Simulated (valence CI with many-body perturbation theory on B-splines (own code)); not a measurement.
**E1 line list for La XXV**

Computed by valence CI with perturbative core correlation (CI+MBPT): five valence electrons over a frozen Dirac-Fock core [Ar] 3d10, a basis of 11 s, 11 p, 10 d, 8 f, 5 g, 2 h functions for each j, with the one-electron correlation potential Σ1 (screened to all orders), the two-electron term Σ2, the three-electron term Σ3, Breit, model QED; selected single and double excitations, second order for the rest, scaled by the run's own slope (own B-spline code, finite nucleus).

No measured levels were compared; by estimate levels hold to about 250 cm⁻¹ or 0.2 % of their energy and the worst to 1 %, as in measured heavy ions of charge 2 to 7; those with d or f electrons hold less well. Among the levels kept, up to 2200 cm⁻¹ of a level comes from second order outside the variational space, and about a tenth of that is noise between levels of different J, which matters for small intervals.

Lines 201 to 250 of 552 in falling wavelength, among levels below 2057600 cm⁻¹, chosen from the strongest by gf and those to the six lowest levels. Wavelengths and rates use the calculated energies, so an error of 2000 cm⁻¹ moves a line at 117.1 Å by 0.23 % and its rate by three times that or more. Electric multipoles are in the length gauge with retardation, E1 and E2 with the static RPA response of the core. Weak lines are less certain than strong ones. Lines between different terms over intervals too small for the method are left out, as are lines whose strength nearly cancels. Where a level lies close to another of its J and parity, the split of strength between their lines is uncertain. The highest levels of a list are the least certain.

Levels are named by their leading jj configuration (3d3/2^4 stands for four electrons in 3d with j = 3/2), which in mixed levels can hold well under half, so a name can repeat and another be missing. Letters in brackets count levels of one name in rising energy.

| λ vac (Å) | Upper | Lower | A (s⁻¹) | S (a.u.) |
| --- | --- | --- | --- | --- |
| 117.1 | (4s^2 4p1/2 4p3/2 4d5/2) J=3/2 [b] | (4s^2 4p1/2 4p3/2^2) J=1/2 | 7.98e+10 | 2.53e-01 |
| 117.0 | (4s^2 4p1/2 4d3/2 4d5/2) J=3/2 [c] | (4s^2 4p1/2 4p3/2 4d5/2) J=3/2 [a] | 7.05e+10 | 2.23e-01 |
| 117.0 | (4s 4p3/2^3 4d5/2) J=1/2 | (4s^2 4p1/2 4p3/2 4d5/2) J=1/2 | 4.31e+10 | 6.81e-02 |
| 116.8 | (4s 4p3/2^3 4d5/2) J=7/2 [b] | (4s^2 4p1/2 4p3/2 4d5/2) J=9/2 | 1.80e+10 | 1.13e-01 |
| 116.8 | (4s^2 4p1/2 4p3/2 4d3/2) J=3/2 [b] | (4s^2 4p1/2 4p3/2^2) J=5/2 | 7.65e+10 | 2.41e-01 |
| 116.8 | (4s^2 4p1/2 4d3/2 4d5/2) J=5/2 [b] | (4s^2 4p1/2 4p3/2 4d5/2) J=5/2 [a] | 1.59e+10 | 7.48e-02 |
| 116.7 | (4s^2 4p1/2 4d3/2 4d5/2) J=3/2 [b] | (4s^2 4p1/2 4p3/2 4d3/2) J=3/2 [a] | 3.02e+10 | 9.47e-02 |
| 116.6 | (4s^2 4p1/2 4p3/2 4d5/2) J=7/2 [b] | (4s^2 4p1/2 4p3/2^2) J=5/2 | 8.30e+10 | 5.19e-01 |
| 116.4 | (4s 4p1/2^2 4p3/2 4d5/2) J=5/2 [b] | (4s 4p1/2^2 4p3/2^2) J=3/2 | 9.79e+10 | 4.57e-01 |
| 116.4 | (4s^2 4p3/2 4d3/2^2) J=3/2 [b] | (4s^2 4p3/2^2 4d3/2) J=5/2 | 8.51e+10 | 2.65e-01 |
| 116.2 | (4s^2 4p3/2^2 4d3/2) J=3/2 [b] | (4s^2 4p3/2^3) J=3/2 | 4.58e+10 | 1.42e-01 |
| 116.2 | (4s 4p1/2^2 4p3/2 4d5/2) J=7/2 [a] | (4s 4p1/2^2 4p3/2^2) J=5/2 | 5.07e+10 | 3.14e-01 |
| 116.1 | (4s^2 4p1/2 4p3/2 4f7/2) J=9/2 [b] | (4s^2 4p1/2 4p3/2 4d5/2) J=7/2 [b] | 1.85e+10 | 1.43e-01 |
| 116.1 | (4s^2 4p3/2 4d5/2^2) J=7/2 | (4s^2 4p3/2^2 4d5/2) J=7/2 | 1.44e+10 | 8.88e-02 |
| 116.0 | (4s^2 4p3/2 4d5/2^2) J=9/2 | (4s^2 4p3/2^2 4d5/2) J=9/2 | 8.49e+10 | 6.53e-01 |
| 115.8 | (4s 4p3/2^3 4d3/2) J=5/2 [b] | (4s^2 4p1/2 4p3/2 4d5/2) J=5/2 [b] | 6.27e+10 | 2.88e-01 |
| 115.6 | (4s 4p1/2 4p3/2^3) J=1/2 | (4s^2 4p1/2^2 4p3/2) J=3/2 | 1.66e+10 | 2.53e-02 |
| 115.6 | (4s^2 4p1/2 4p3/2 4f7/2) J=3/2 [a] | (4s^2 4p1/2 4p3/2 4d5/2) J=1/2 | 4.36e+10 | 1.33e-01 |
| 115.6 | (4s 4p1/2 4p3/2^2 4d5/2) J=5/2 [b] | (4s 4p1/2 4p3/2^3) J=3/2 [a] | 1.58e+10 | 7.20e-02 |
| 115.4 | (4s^2 4p3/2 4d5/2^2) J=5/2 | (4s^2 4p3/2^2 4d5/2) J=7/2 | 7.71e+10 | 3.51e-01 |
| 115.3 | (4s 4p3/2^3 4d3/2) J=7/2 | (4s^2 4p1/2 4p3/2 4d5/2) J=9/2 | 1.47e+10 | 8.93e-02 |
| 115.3 | (4s 4p1/2^2 4p3/2 4d3/2) J=3/2 [c] | (4s 4p1/2^2 4p3/2^2) J=3/2 | 5.36e+10 | 1.62e-01 |
| 115.2 | (4s^2 4p1/2 4d5/2^2) J=1/2 | (4s^2 4p1/2 4p3/2 4d5/2) J=3/2 [b] | 1.66e+11 | 2.51e-01 |
| 115.0 | (4s 4p3/2^3 4d5/2) J=9/2 [b] | (4s^2 4p1/2 4p3/2 4d3/2) J=7/2 | 1.21e+10 | 9.08e-02 |
| 114.8 | (4s^2 4p1/2 4d3/2 4d5/2) J=5/2 [a] | (4s^2 4p1/2 4p3/2 4d3/2) J=5/2 [a] | 5.33e+10 | 2.39e-01 |
| 114.7 | (4s 4p3/2^3 4d5/2) J=7/2 [a] | (4s^2 4p1/2 4p3/2 4d5/2) J=7/2 [a] | 3.35e+10 | 2.00e-01 |
| 114.6 | (4s^2 4p1/2 4d3/2 4d5/2) J=3/2 [b] | (4s^2 4p1/2 4p3/2 4d3/2) J=1/2 [a] | 2.20e+10 | 6.56e-02 |
| 114.5 | (4s 4p1/2 4p3/2^2 4d5/2) J=3/2 [c] | (4s 4p1/2 4p3/2^3) J=5/2 | 3.81e+10 | 1.13e-01 |
| 114.5 | (4s^2 4p3/2 4d5/2^2) J=9/2 | (4s^2 4p3/2^2 4d5/2) J=7/2 | 9.42e+09 | 6.97e-02 |
| 114.4 | (4s 4p1/2 4p3/2^3) J=3/2 [b] | (4s^2 4p1/2^2 4p3/2) J=3/2 | 4.14e+09 | 1.23e-02 |
| 114.2 | (4s 4p1/2 4p3/2^2 4d5/2) J=1/2 [c] | (4s 4p1/2 4p3/2^3) J=1/2 | 1.28e+11 | 1.88e-01 |
| 114.1 | (4s^2 4p1/2 4p3/2 4d3/2) J=5/2 [b] | (4s^2 4p1/2 4p3/2^2) J=3/2 | 1.23e+10 | 5.41e-02 |
| 114.1 | (4s^2 4p1/2 4p3/2 4f7/2) J=7/2 | (4s^2 4p1/2 4p3/2 4d5/2) J=7/2 [b] | 2.78e+10 | 1.63e-01 |
| 114.1 | (4s^2 4p1/2 4d5/2^2) J=5/2 | (4s^2 4p1/2 4p3/2 4d5/2) J=5/2 [a] | 2.47e+10 | 1.08e-01 |
| 114.1 | (4s^2 4p3/2^2 4d5/2) J=1/2 | (4s^2 4p3/2^3) J=3/2 | 3.19e+11 | 4.67e-01 |
| 114.1 | (4s^2 4p1/2 4p3/2 4f7/2) J=5/2 [b] | (4s^2 4p1/2 4p3/2 4d5/2) J=3/2 [b] | 7.08e+10 | 3.11e-01 |
| 114.0 | (4s 4p1/2 4p3/2^2 4d5/2) J=1/2 [d] | (4s 4p1/2 4p3/2^3) J=3/2 [b] | 1.23e+11 | 1.80e-01 |
| 114.0 | (4s^2 4p1/2 4d3/2 4d5/2) J=1/2 | (4s^2 4p1/2 4p3/2 4d3/2) J=1/2 [a] | 1.60e+11 | 2.34e-01 |
| 113.9 | (4s^2 4p3/2 4d3/2 4d5/2) J=7/2 [c] | (4s^2 4p3/2^2 4d5/2) J=7/2 | 3.28e+10 | 1.91e-01 |
| 113.8 | (4s 4p1/2 4p3/2^2 4d5/2) J=7/2 [e] | (4s 4p1/2 4p3/2^3) J=5/2 | 9.20e+10 | 5.35e-01 |
| 113.7 | (4s 4p1/2 4p3/2^2 4d5/2) J=3/2 [e] | (4s 4p1/2 4p3/2^3) J=3/2 [b] | 3.74e+10 | 1.09e-01 |
| 113.7 | (4s 4p1/2 4p3/2^2 4d5/2) J=3/2 [a] | (4s^2 4p1/2^2 4d3/2) J=3/2 | 2.33e+10 | 6.76e-02 |
| 113.6 | (4s^2 4p1/2 4d5/2^2) J=3/2 | (4s^2 4p1/2 4p3/2 4d5/2) J=3/2 [a] | 4.54e+10 | 1.32e-01 |
| 113.5 | (4s 4p3/2^3 4d5/2) J=7/2 [c] | (4s^2 4p1/2 4p3/2 4d5/2) J=5/2 [a] | 4.18e+10 | 2.42e-01 |
| 113.3 | (4s^2 4p1/2 4p3/2 4d3/2) J=1/2 [b] | (4s^2 4p1/2 4p3/2^2) J=3/2 | 3.50e+10 | 5.02e-02 |
| 113.2 | (4s^2 4p1/2 4p3/2 4f7/2) J=5/2 [a] | (4s^2 4p1/2 4p3/2 4d5/2) J=7/2 [b] | 1.76e+10 | 7.57e-02 |
| 113.1 | (4s 4p3/2^3 4d5/2) J=7/2 [b] | (4s^2 4p1/2 4p3/2 4d5/2) J=7/2 [a] | 1.81e+10 | 1.03e-01 |
| 113.1 | (4s^2 4p1/2 4p3/2 4d3/2) J=3/2 [b] | (4s^2 4p1/2 4p3/2^2) J=3/2 | 5.17e+10 | 1.48e-01 |
| 113.1 | (4s^2 4p1/2 4p3/2 4f5/2) J=5/2 [a] | (4s^2 4p1/2 4p3/2 4d5/2) J=5/2 [a] | 4.38e+10 | 1.88e-01 |
| 113.0 | (4s^2 4p1/2 4p3/2 4f7/2) J=5/2 [a] | (4s^2 4p1/2 4p3/2 4d3/2) J=3/2 [b] | 6.35e+10 | 2.71e-01 |
